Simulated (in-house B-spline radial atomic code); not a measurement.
# KLI/ALDAx excitations of In+

Method: KLI/ALDAx. Computed with an all-electron radial atomic-structure program (B-spline basis): linear response of the closed shell [Kr] 4d10 5s2 with the adiabatic LDA exchange kernel on the exchange-only KLI potential; scalar-relativistic (spin-free one-electron X2C), finite nucleus, no spin-orbit coupling, no double excitations, S, P, D and F terms only; shells from n = 3 respond. Only terms of natural parity with L up to 3 were computed.

Command:
```bash
python run_td.py task.json out
```
Settings (radii: box in bohr, nucleus in fm):
```
Z                        49
electrons                48
configuration            [Kr] 4d10 5s2
hamiltonian              x2c
method                   kli
box_radius               41.61
rms_radius               4.6156
intervals                109
```

Time taken, with all properties: 3 s on 1 thread of Arm Neoverse V2 (shared host).

The lowest states, in the order of their Tamm-Dancoff energies; the method's threshold (minus the highest occupied level) is 17.326 eV. Labels give the largest channel, * marks a mixed state, and oscillator strengths are full-response dipole values. Measured ¹D terms are left out, since they can mix with doubly excited terms. Semilocal kernels can invert the small singlet-triplet splittings of Rydberg terms. Energies in eV:

```tsv
state	full response	Tamm-Dancoff	oscillator strength	measured (J-weighted term)
5s → 5p 3P	4.999	5.146	-	5.531
5s → 5p 1P	7.529	7.874	1.56	7.816
5s → 6s 3S	?	?	-	?
5s → 6s 1S	10.793	10.816	-	12.030
5s → 5d 3D	11.129	11.150	-	12.674
5s → 5d 1D	11.528	11.534	-	-
5s → 6p 3P	11.932	11.944	-	13.409
5s → 6p 1P	12.288	12.351	0.0122	13.611
5s → 7s 3S	13.557	13.560	-	-
5s → 7s 1S	13.732	13.740	-	-
5s → 4f 3F	13.763	13.767	-	-
5s → 4f 1F	13.815	13.816	-	-
5s → 6d 3D	?	?	-	-
5s → 6d 1D	14.089	14.091	-	-
5s → 7p 3P	14.246	14.251	-	-
5s → 7p 1P	14.366	14.384	3.5e-05	-
```

Question: Where does 5s → 6s 3S lie?

Answer: At 10.229 eV in full response, 10.241 eV in Tamm-Dancoff; measured 11.645 eV.

Question: Where does 5s → 6d 3D lie?

Answer: At 13.953 eV in full response, 13.959 eV in Tamm-Dancoff.

Question: How large is the singlet-triplet splitting of 5s → 5p (P terms) in Tamm-Dancoff?

Answer: 2.73 eV, from the unrounded values.

Question: What polarisabilities and dispersion coefficient does the method give?

Answer: Dipole 25.14 bohr³, quadrupole 147.8 bohr⁵, C6 173.9 hartree·bohr⁶ for two such species.
